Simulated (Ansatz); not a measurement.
Pd₃H₄⁻. The state is a doublet with charge -1. Geometry PBE-D4/def2-TZVPD; atoms count from 1.

```xyz
7

Pd    0.970   -0.285   -0.590
Pd   -1.275    1.276   -0.236
Pd   -1.277   -1.303    0.605
H    -1.604    0.321    1.097
H     2.355    0.221   -1.215
H     0.374   -1.503    0.654
H     0.456    1.273   -0.314
```

In the def2 sets Pd takes a core potential; there is no spin–orbit coupling. Another isomer (doublet) lies 0.13 eV lower at PBE0-D4/def2-TZVPD.

Problem. Estimate the Mulliken populations from the PBE0/def2-TZVPD orbitals of Ansatz.

Solution. 
```tsv
atom	charge (e)	spin (α − β)	d electrons
Pd1	-0.74	0.21	9.10
Pd2	-0.51	0.12	9.40
Pd3	-0.50	0.42	9.30
H4	0.24	0.05	–
H5	0.07	-0.01	–
H6	0.16	0.19	–
H7	0.28	0.02	–
```
Mulliken values depend strongly on the basis. With diffuse functions, as here, like atoms can get unlike values, and bond orders can come out too low or too high.

Problem. Where does the spin sit?

Solution. Summed by element: Pd 0.75, H 0.25, of 1 unpaired in all. Largest on single atoms: Pd3 0.42, Pd1 0.21, H6 0.19.

Problem. And the Mayer bond orders between heavy atoms (over 0.3)?

Solution. Pd1–Pd2 0.69 (2.76 Å); Pd1–Pd3 0.63 (2.74 Å); Pd2–Pd3 0.61 (2.71 Å).
